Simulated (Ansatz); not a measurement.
**Molecular dynamics of ClFH$_{2}$HfO$_{2}$**

Input:

```yaml
crystal:
  periodic: [false, false, false]
  atoms:
    - { symbol: Hf, position_ang: [-0.077321, -0.037619, 0.087446] }
    - { symbol: F, position_ang: [0.081977, 0.253444, 1.98001] }
    - { symbol: Cl, position_ang: [2.116353, -0.015995, -0.893054] }
    - { symbol: O, position_ang: [-1.13968, 1.372096, -0.658095] }
    - { symbol: H, position_ang: [-1.684877, 2.03985, -1.030986] }
    - { symbol: O, position_ang: [-0.902093, -1.74327, -0.198917] }
    - { symbol: H, position_ang: [-1.33036, -2.564905, -0.352805] }
basis:
  gaussian: { orbitals: def2-SVP }
hamiltonian:
  xc: hf
md:
  timestep: 0.5
  n_steps: 150
  ensemble: nvt_langevin
  temperature: 1500.0
  initial_velocities: maxwell_boltzmann
  seed: 754572
  friction: 0.005
```

Run as:

```bash
$ ansatz run input.yaml --threads 1 --pin off --max-ram 2048MiB --backend cpu --events-out ev --progress --plain --runs-dir out
```

It starts from a relaxed structure.

Output, in part (one step line in 6, the closing report, with atoms numbered from 0):

```
md step     0: t =     0.00 fs  T =  1285.7 K  F+E_penalty+E_count = -20606.45928817 eV  E_kin = 1.163340 eV  (39 SCF iters)
md step     6: t =     3.00 fs  T =  1034.8 K  F+E_penalty+E_count = -20606.25547314 eV  E_kin = 0.936306 eV  (38 SCF iters)
md step    12: t =     6.00 fs  T =   807.0 K  F+E_penalty+E_count = -20605.94087860 eV  E_kin = 0.730174 eV  (38 SCF iters)
md step    18: t =     9.00 fs  T =   954.3 K  F+E_penalty+E_count = -20606.02735754 eV  E_kin = 0.863484 eV  (38 SCF iters)
md step    24: t =    12.00 fs  T =  1007.4 K  F+E_penalty+E_count = -20606.06666794 eV  E_kin = 0.911499 eV  (39 SCF iters)
md step    30: t =    15.00 fs  T =   831.4 K  F+E_penalty+E_count = -20605.78672662 eV  E_kin = 0.752247 eV  (38 SCF iters)
md step    36: t =    18.00 fs  T =   433.7 K  F+E_penalty+E_count = -20605.46730899 eV  E_kin = 0.392445 eV  (40 SCF iters)
md step    42: t =    21.00 fs  T =   660.2 K  F+E_penalty+E_count = -20605.61074580 eV  E_kin = 0.597355 eV  (38 SCF iters)
md step    48: t =    24.00 fs  T =   878.3 K  F+E_penalty+E_count = -20605.76732831 eV  E_kin = 0.794668 eV  (38 SCF iters)
md step    54: t =    27.00 fs  T =   833.6 K  F+E_penalty+E_count = -20605.55289652 eV  E_kin = 0.754264 eV  (39 SCF iters)
md step    60: t =    30.00 fs  T =   799.6 K  F+E_penalty+E_count = -20605.52694090 eV  E_kin = 0.723470 eV  (39 SCF iters)
md step    66: t =    33.00 fs  T =  1184.2 K  F+E_penalty+E_count = -20605.78270115 eV  E_kin = 1.071507 eV  (39 SCF iters)
md step    72: t =    36.00 fs  T =  1214.7 K  F+E_penalty+E_count = -20605.78245817 eV  E_kin = 1.099058 eV  (38 SCF iters)
md step    78: t =    39.00 fs  T =  1173.9 K  F+E_penalty+E_count = -20605.83154822 eV  E_kin = 1.062163 eV  (37 SCF iters)
md step    84: t =    42.00 fs  T =  1038.8 K  F+E_penalty+E_count = -20605.67410193 eV  E_kin = 0.939937 eV  (39 SCF iters)
md step    90: t =    45.00 fs  T =  1235.5 K  F+E_penalty+E_count = -20605.69963648 eV  E_kin = 1.117947 eV  (38 SCF iters)
md step    96: t =    48.00 fs  T =  1302.2 K  F+E_penalty+E_count = -20605.77902178 eV  E_kin = 1.178276 eV  (37 SCF iters)
md step   102: t =    51.00 fs  T =  1088.4 K  F+E_penalty+E_count = -20605.51037996 eV  E_kin = 0.984810 eV  (38 SCF iters)
md step   108: t =    54.00 fs  T =  1152.5 K  F+E_penalty+E_count = -20605.53361994 eV  E_kin = 1.042841 eV  (38 SCF iters)
md step   114: t =    57.00 fs  T =   996.2 K  F+E_penalty+E_count = -20605.44613162 eV  E_kin = 0.901401 eV  (38 SCF iters)
md step   120: t =    60.00 fs  T =   892.7 K  F+E_penalty+E_count = -20605.24212693 eV  E_kin = 0.807752 eV  (39 SCF iters)
md step   126: t =    63.00 fs  T =   922.8 K  F+E_penalty+E_count = -20605.28282445 eV  E_kin = 0.834975 eV  (38 SCF iters)
md step   132: t =    66.00 fs  T =  1048.5 K  F+E_penalty+E_count = -20605.41047514 eV  E_kin = 0.948739 eV  (39 SCF iters)
md step   138: t =    69.00 fs  T =  1108.7 K  F+E_penalty+E_count = -20605.42794892 eV  E_kin = 1.003149 eV  (38 SCF iters)
md step   144: t =    72.00 fs  T =  1278.4 K  F+E_penalty+E_count = -20605.60411646 eV  E_kin = 1.156728 eV  (37 SCF iters)
md step   150: t =    75.00 fs  T =  1451.8 K  F+E_penalty+E_count = -20605.73251859 eV  E_kin = 1.313626 eV  (41 SCF iters)
Total energy: -20605.73251859 eV, -757.2467029910 hartree
Atom 0 at     0.006557     0.062310     0.074201 Å, force    -2.472587     2.035099     1.912768 eV/Å
Atom 1 at     0.236998    -0.079231     2.003473 Å, force     0.016374     0.285006    -0.483781 eV/Å
Atom 2 at     1.978019     0.380644    -0.965908 Å, force     2.644115     0.302193    -1.310848 eV/Å
Atom 3 at    -1.174798     1.542438    -0.541894 Å, force     0.763712     0.237689    -0.272243 eV/Å
Atom 4 at    -1.149571     2.369977    -1.035296 Å, force    -0.192125    -1.069211     0.670724 eV/Å
Atom 5 at    -0.698030    -1.639462    -0.285451 Å, force    -1.264560    -4.850993     1.663920 eV/Å
Atom 6 at    -0.859338    -2.498731     0.247006 Å, force     0.505071     3.060218    -2.180539 eV/Å
Dipole moment:    -0.168795    -0.072845    -0.150148 e Å
```

The run went to its last step. The mean temperature of the second half is 26 % below the set value. A run of 0.075 ps of so small a system gives no equilibrium averages.

The same pairs are bonded in the first frame and the last. Pairs count as bonded within 1.25 times the sum of covalent radii (0.12 Å more for H–H).

Last frame:

```xyz
7
Properties=species:S:1:pos:R:3
Hf 0.007 0.062 0.074
F 0.237 -0.079 2.003
Cl 1.978 0.381 -0.966
O -1.175 1.542 -0.542
H -1.150 2.370 -1.035
O -0.698 -1.639 -0.285
H -0.859 -2.499 0.247
```

Run time: 5.4 min on 1 thread of Intel(R) Xeon(R) CPU @ 2.60GHz (Ice Lake), with other jobs on the host, peak memory 0.22 GiB.
